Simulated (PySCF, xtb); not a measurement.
4,4-difluorobuta-1,2-diene (C4H4F2), SMILES C=C=CC(F)F.

GFN2-xTB (xtb) at its own geometry gives an orbital gap of 5.39 eV and a dipole moment of 3.67 D.

Coordinates come from a TPSSh-D3(BJ)/def2-SVP optimisation. One conformer was computed; it need not be the lowest.

Q: What does HF/def2-TZVP (PySCF) give? (Estimate from the structure and the level; the computed values follow.)

A: gap 14.43 eV (levels -10.95 and 3.48 eV), dipole 2.98 D.
